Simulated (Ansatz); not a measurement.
Mulliken charges of `[SeH2+][InH3-]` from B3LYP/def2-TZVPP in Ansatz (PBE0-D4/def2-TZVP geometry).

| atom | x (Å) | y (Å) | z (Å) | charge (e) |
| --- | --- | --- | --- | --- |
| Se1 | -1.032 | -1.329 | 0.500 | -0.047 |
| In2 | 0.498 | 1.177 | -0.010 | 0.378 |
| H3 | 0.160 | -2.185 | 0.497 | 0.095 |
| H4 | -1.272 | -1.597 | -0.923 | 0.095 |
| H5 | -0.034 | 1.315 | -1.652 | -0.175 |
| H6 | -0.295 | 2.094 | 1.221 | -0.169 |
| H7 | 2.036 | 0.457 | 0.321 | -0.175 |

Problem. By hand: the dipole of these point charges (1 e Å = 4.8032 D).

Solution. Σ q r = (-0.169, -0.516, -0.041) e Å, of length 0.545 e Å = 2.62 D.

Problem. How does the dipole of the full density compare? (Best estimate.)

Solution. Ansatz gave: (-0.217, -0.582, -0.021) e Å, 2.99 D; the point charges give 0.88 times that, at 3° from its direction.

Point charges leave out the atoms' own dipoles, such as those of lone pairs, and Mulliken's split depends on the basis, so the close match here is no proof of good charges.

B3LYP here is the variant with VWN-RPA as its local correlation; programs differ in this.
